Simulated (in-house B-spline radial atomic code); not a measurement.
Configurations of Ce²⁺, with energies counted from [Xe] 4f2. Level of theory: scalar-relativistic (X2C) LDA exchange-only, spin-polarised, spherical fractional occupations, Fermi nucleus of rms radius 4.8771 fm; calculated with an all-electron radial atomic-structure program (B-spline basis). Shells without spins written out take the highest spin.

Occupations are held fixed; configurations that lie above the ionisation limit could autoionise.

```json
{"configuration": "[Xe] 4f(0 up, 1 down) 5f(1 up, 0 down)", "E - E(ref) (eV)": "12.019", "highest orbital": "5f up", "its <r> (bohr)": "5.791"}
{"configuration": "[Kr] 4d10 4f3 5s2 5p5", "E - E(ref) (eV)": "19.259", "highest orbital": "4f up", "its <r> (bohr)": "1.335"}
{"configuration": "[Kr] 4d10 4f2 5s2 5p5 6f1", "E - E(ref) (eV)": "31.847", "highest orbital": "6f up", "its <r> (bohr)": "10.1"}
{"configuration": "[Kr] 4d9 4f2 5s2 5p6 5d1", "E - E(ref) (eV)": "104.41", "highest orbital": "5d up", "its <r> (bohr)": "2.549"}
{"configuration": "[Kr] 4d9 4f2 5s2 5p6 6d1", "E - E(ref) (eV)": "114.06", "highest orbital": "6d up", "its <r> (bohr)": "5.946"}
{"configuration": "[Kr] 4d(4 up, 5 down) 4f(0 up, 2 down) 5s2 5p6 6f(0 up, 1 down)", "E - E(ref) (eV)": "118.01", "highest orbital": "6f down", "its <r> (bohr)": "9.968"}
```

Order these further configurations by energy, lowest first.
A. [Kr] 4d9 4f2 5s2 5p6 6s1
B. [Kr] 4d10 4f2 5s2 5p5 5f1
C. [Kr] 4d(4 up, 5 down) 4f(1 up, 2 down) 5s2 5p6
D. [Kr] 4d(4 up, 5 down) 4f(0 up, 2 down) 5s2 5p6 5f(0 up, 1 down)
E. [Xe] 4f1 5d1

E (1.2418 eV), B (29.229 eV), C (103.33 eV), A (105.44 eV), D (115.37 eV).

How far above the reference does [Kr] 4d10 4f2 5s2 5p5 6p1 lie?

23.198 eV; its least bound orbital is 6p up with <r> = 4.314 bohr.
